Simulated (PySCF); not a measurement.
State search for RbMg⁺

Unrestricted PBE0; PySCF, scalar-relativistic core potentials, basis sets Rb def2-SVPD with ECP28, Mg def2-SVPD. Outer shells of the fragments: Rb+ closed shells only; Mg 3s2.

Followed along the bond (rough minima from three points):

| 2Ms+1 | unpaired | ⟨S²⟩ at the start | R at minimum (Å) | Te (eV) |
| --- | --- | --- | --- | --- |
| 1 | none | 0.00 | 3.98 | 0.00 |
| 3 | σ ↑↑ | 2.00 | none in the scan | ≤ 2.17 |

Solutions found at the starting distance of 3.515 Å, counted from the lowest of them; the search is not exhaustive and high or unbound solutions are not listed, so other states can lie among these:

```csv
2Ms+1,unpaired,term,E (eV),⟨S²⟩,⟨Lz²⟩,μ (D)
1,none,¹Σ⁺,0.00,0.00,0.00,-0.12
3,σ ↑↑,³Σ⁺,2.43,2.00,0.00,-0.10
3,"σ ↑, π ↑",³Π,2.75,2.00,1.00,-0.13
1,"σ ↑, π ↓",mixed,3.41,1.00,1.00,0.05
3,"σ ↑, δ ↑",³Δ,6.62,2.00,4.00,9.96
1,"σ ↑, δ ↓",mixed,6.71,1.00,4.00,10.92
```

A term symbol is given only where ⟨S²⟩ and ⟨Lz²⟩ are close to those of a pure state; real π, δ and φ orbitals otherwise mix terms. A positive dipole points towards Mg; it is taken about the centre of mass and depends on that origin.

Counting both spins, an empty level lies below a filled one in some of these solutions, because spin and occupation are held.
